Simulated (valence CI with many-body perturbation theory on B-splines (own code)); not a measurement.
# Level structure of Kr XXIII

Level of theory: relativistic CI+MBPT: four valence electrons over a frozen Dirac-Fock core [Ne], radial functions for each j: 11 s, 11 p, 10 d, 8 f, 5 g, 2 h, with the one-electron correlation potential Σ1, the two-electron term Σ2, the three-electron term Σ3, Breit, model QED; selected CI, second order for the rest, scaled by the run's own slope (own B-spline code, finite nucleus).

No measured spectrum was set against this ion. As an estimate, levels of excited configurations hold to 0.05 to 0.15 % of their energy, terms of the ground configuration to about 0.5 %. Among the levels kept, up to 780 cm⁻¹ of a level comes from second order outside the variational space, and about a tenth of that is noise between levels of different J, which matters for small intervals.

Levels 91 to 135 of 173, with energies above the lowest level, 3s2 3p2 3P_0. "Leading %" is the weight of the configuration and term that name the level; weights of strongly mixed levels are sums over their largest components and can fall short. In the jj column 3d3/2^4 stands for four electrons in 3d with j = 3/2. Lifetimes count E1, E2, E3, M1 and M2 decay at the calculated energies, and are blank where another channel may lead or the interval is too uncertain; long ones can be off by a factor of two.

```
No.  Configuration  Term  J  E (cm⁻¹)  Leading %                   Leading jj      g  Lifetime
 91      3s 3p2 3d    1D  2   1741800         67      3s 3p3/2^2 3d3/2 (26 %)  1.037   4.51 ps
 92        3s2 3d2    3P  0   1754900         76          3s^2 3d3/2^2 (51 %)          4.60 ps
 93        3s2 3d2    3P  1   1760400         77      3s^2 3d3/2 3d5/2 (77 %)  1.496   4.79 ps
 94        3s2 3d2    1G  4   1766500         81      3s^2 3d3/2 3d5/2 (57 %)  1.002   8.53 ps
 95        3s2 3d2    3P  2   1767200         47      3s^2 3d3/2 3d5/2 (48 %)  1.324   4.68 ps
 96        3s2 3d2    1D  2   1781700         47          3s^2 3d5/2^2 (64 %)  1.127   5.12 ps
 97         3p3 3d   3F°  2   1811800         46   3p1/2^2 3p3/2 3d3/2 (63 %)  0.873   37.9 ps
 98         3p3 3d   3F°  3   1828200         37   3p1/2^2 3p3/2 3d3/2 (42 %)  1.226   23.6 ps
 99         3p3 3d   1S°  0   1831000         40   3p1/2^2 3p3/2 3d3/2 (60 %)          32.7 ps
100         3p3 3d   5D°  1   1848500         68   3p1/2^2 3p3/2 3d3/2 (64 %)  1.341   14.3 ps
101         3p3 3d   5D°  4   1855500         52   3p1/2^2 3p3/2 3d5/2 (61 %)  1.346   18.1 ps
102         3p3 3d   5D°  2   1859800         41   3p1/2^2 3p3/2 3d5/2 (49 %)  1.325   19.0 ps
103         3p3 3d   5D°  0   1865700         60   3p1/2 3p3/2^2 3d3/2 (64 %)          17.5 ps
104         3p3 3d   5D°  2   1869500         36   3p1/2 3p3/2^2 3d3/2 (76 %)  1.125   20.5 ps
105         3p3 3d   3F°  3   1875100         34   3p1/2 3p3/2^2 3d3/2 (52 %)  1.214   32.6 ps
106         3p3 3d   3D°  1   1875100         66   3p1/2 3p3/2^2 3d3/2 (62 %)  0.649   26.4 ps
107        3s2 3d2    1S  0   1887300         77          3s^2 3d5/2^2 (56 %)          4.46 ps
108         3p3 3d   3G°  3   1889000         45   3p1/2 3p3/2^2 3d3/2 (35 %)  0.994   25.1 ps
109         3p3 3d   5D°  3   1893500         31   3p1/2 3p3/2^2 3d5/2 (70 %)  1.244   21.7 ps
110         3p3 3d   3F°  4   1894300         54   3p1/2 3p3/2^2 3d5/2 (46 %)  1.292   31.7 ps
111         3p3 3d   3G°  4   1913200         54   3p1/2 3p3/2^2 3d5/2 (52 %)  1.131   34.6 ps
112         3p3 3d   3G°  5   1928400         74   3p1/2 3p3/2^2 3d5/2 (74 %)  1.198   47.8 ps
113      3s 3p 3d2   5G°  2   1930000         92      3s 3p1/2 3d3/2^2 (59 %)  0.367   38.3 ps
114      3s 3p 3d2   5G°  3   1945000         92  3s 3p1/2 3d3/2 3d5/2 (50 %)  0.930   38.3 ps
115         3p3 3d   3D°  1   1950600         52   3p1/2^2 3p3/2 3d5/2 (43 %)  0.790   14.8 ps
116         3p3 3d   1D°  2   1951600         45   3p1/2 3p3/2^2 3d3/2 (31 %)  1.023   26.7 ps
117         3p3 3d   1G°  4   1955700         76   3p1/2 3p3/2^2 3d3/2 (45 %)  1.051   22.8 ps
118      3s 3p 3d2   5G°  4   1965100         90  3s 3p1/2 3d3/2 3d5/2 (52 %)  1.159   37.8 ps
119         3p3 3d   1P°  1   1967100         23   3p1/2 3p3/2^2 3d3/2 (28 %)  1.501   12.6 ps
120         3p3 3d   3P°  0   1979000         63   3p1/2 3p3/2^2 3d5/2 (36 %)          19.8 ps
121         3p3 3d   3P°  2   1988900         60   3p1/2 3p3/2^2 3d5/2 (35 %)  1.440   8.12 ps
122      3s 3p 3d2   5G°  5   1992100         89  3s 3p3/2 3d3/2 3d5/2 (40 %)  1.273   36.2 ps
123      3s 3p 3d2   3S°  1   1998500         24   3p1/2 3p3/2^2 3d5/2 (33 %)  1.667   11.8 ps
124         3p3 3d   3D°  2   2006800         32   3p1/2 3p3/2^2 3d5/2 (41 %)  1.244   14.8 ps
125         3p3 3d   3P°  1   2007000         33   3p1/2 3p3/2^2 3d5/2 (37 %)  1.116   9.53 ps
126      3s 3p 3d2   5D°  3   2018800         25  3s 3p1/2 3d3/2 3d5/2 (46 %)  1.329   14.8 ps
127      3s 3p 3d2   5D°  0   2019700         96      3s 3p1/2 3d3/2^2 (35 %)          15.4 ps
128      3s 3p 3d2   5D°  1   2020000         67  3s 3p1/2 3d3/2 3d5/2 (61 %)  1.204   14.1 ps
129         3p3 3d   3F°  2   2022400         51   3p1/2 3p3/2^2 3d3/2 (36 %)  0.775   17.8 ps
130         3p3 3d   3F°  3   2024800         56   3p1/2 3p3/2^2 3d5/2 (36 %)  1.075   15.8 ps
131      3s 3p 3d2   5D°  2   2027200         26  3s 3p1/2 3d3/2 3d5/2 (42 %)  1.213   14.3 ps
132      3s 3p 3d2   5F°  1   2032900         67      3s 3p1/2 3d3/2^2 (40 %)  0.478   8.54 ps
133      3s 3p 3d2   5G°  6   2035000        100      3s 3p3/2 3d5/2^2 (76 %)  1.331   42.5 ps
134      3s 3p 3d2   5F°  3   2040500         26   3p1/2 3p3/2^2 3d5/2 (31 %)  1.274   13.3 ps
135      3s 3p 3d2   5F°  2   2043100         48  3s 3p1/2 3d3/2 3d5/2 (35 %)  1.277   9.30 ps
```

Names give the largest LS component (configuration and term), which can be under half, so a name can repeat, a term be missing and a line seem to break the LS rules; names also repeat where a configuration has a term twice.

Where two levels of one J and parity lie close, their mixing, g and order are uncertain.
